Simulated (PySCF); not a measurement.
CClF, SMILES Cl[C]F (connectivity only; charge and spin as stated), neutral, multiplicity 1.

Geometry optimised at r2SCAN-D4/def2-TZVP. The isomer is the one that the SMILES or the coordinates give; other isomers of the formula were not compared.

These are TDDFT-ωB97X/def2-TZVPD run with PySCF values and carry that method's errors.

Vertical excitations. The molecule is in vacuum. State labels are in the subgroup Cs.

Computed excitation energies, oscillator strengths and character:
```csv
state,symmetry,energy (eV),λ (nm),f,main pairs
S1,A",3.35,370,0.008,HOMO→LUMO 100 %
S2,A",5.52,225,0.000,HOMO−1→LUMO 99 %
S3,A',6.40,194,0.006,HOMO−2→LUMO 74 %
S4,A',7.55,164,0.250,"HOMO→LUMO+2 36 %, HOMO−2→LUMO 17 %, HOMO→LUMO+3 14 %, HOMO→LUMO+1 13 %"
S5,A',8.49,146,0.010,"HOMO→LUMO+2 40 %, HOMO→LUMO+1 30 %, HOMO−1→LUMO+1 7 %, HOMO→LUMO+5 6 %"
S6,A',8.82,141,0.069,"HOMO−1→LUMO+2 22 %, HOMO−1→LUMO+1 19 %, HOMO−1→LUMO+5 17 %, HOMO→LUMO+9 12 %"
S7,A",8.93,139,0.000,"HOMO−2→LUMO+1 30 %, HOMO−2→LUMO+2 28 %, HOMO−2→LUMO+5 26 %, HOMO−2→LUMO+3 8 %"
S8,A',9.08,137,0.112,"HOMO→LUMO+1 26 %, HOMO→LUMO+3 24 %, HOMO−1→LUMO+2 13 %, HOMO→LUMO+6 12 %"
S9,A",9.26,134,0.024,"HOMO→LUMO+4 78 %, HOMO−3→LUMO 13 %"
S10,A",9.32,133,0.033,"HOMO−3→LUMO 80 %, HOMO→LUMO+4 13 %"
T1,A",1.76,704,0,HOMO→LUMO 95 %
T2,A",5.32,233,0,HOMO−1→LUMO 97 %
T3,A',5.37,231,0,HOMO−2→LUMO 99 %
T4,A',6.07,204,0,"HOMO→LUMO+2 29 %, HOMO→LUMO+5 28 %, HOMO→LUMO+1 24 %, HOMO→LUMO+3 7 %"
```
Triplets are in the Tamm–Dancoff approximation, which puts them higher than full response would, so one can lie above its singlet here.
